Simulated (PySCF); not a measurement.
Compound: vinyl propionate, C5H8O2.
Structure used (PBE0-D3(BJ)/def2-SVP), in Å, numbered top down from 1:
```
atom  x, y, z in Å
C1    -3.5289   -0.0738   -0.1270
C2    -2.3114   -0.3958   -0.5517
O3    -1.2016    0.0112    0.1375
C4     0.0207   -0.3350   -0.3393
O5     0.1844   -0.9821   -1.3353
C6     1.1039    0.2083    0.5486
C7     2.4921   -0.2121    0.1118
H8    -3.6763    0.5198    0.7778
H9    -4.4013   -0.4073   -0.6895
H10   -2.0944   -0.9859   -1.4455
H11    0.9899    1.3060    0.5594
H12    0.8755   -0.1110    1.5791
H13    2.6037   -1.3055    0.1468
H14    2.6906    0.1014   -0.9229
H15    3.2574    0.2336    0.7629
```

Computed with core-valence-separated Tamm–Dancoff BHandHLYP/aug-pcX-1 (pcseg-1 on H) in PySCF, non-relativistic, gas phase, PBE0-D3(BJ)/def2-SVP geometry. BHandHLYP without relativity tends to put these K edges a few eV too low, so spacings mean more than positions.

The lowest roots of each edge with f over 0.003 (five at most, numbered afresh; weaker and dark ones are left out), with transition dipoles (au) in the frame of the coordinates:

```tsv
root	edge	E (eV)	f	μx	μy	μz
1	C	282.75	0.0557	0.0018	0.0772	-0.0457
2	C	284.15	0.0677	-0.0018	-0.0848	0.0503
3	C	285.08	0.0873	0.0020	0.0947	-0.0595
4	C	285.46	0.0079	-0.0331	0.0025	-0.0049
5	C	285.54	0.0034	0.0013	-0.0200	0.0096
6	O	529.48	0.0458	0.0011	0.0503	-0.0317
7	O	533.55	0.0187	-0.0008	-0.0324	0.0195
8	O	534.48	0.0090	0.0009	0.0224	-0.0135
```

Molecules are fixed in this frame and the field points along (0, 1, 1)/√2. What effective strengths 3 f cos²θ do the roots have (θ between field and μ)?

root 1 (C1): 0.010, root 2 (C2): 0.012, root 3 (C4): 0.013, root 4 (C7): 0.000, root 5 (C6): 0.001, root 6 (O5): 0.007, root 7 (O3): 0.003, root 8 (O3): 0.002. Averaged over all orientations cos²θ is 1/3, which gives f back.

On an INTEL XEON PLATINUM 8581C at 2.30 GHz with one thread, shared host with 48 logical CPUs at a one-minute load of 13, this took 24 s and 1.0 GiB of memory at its peak.

One conformer stands for the species.
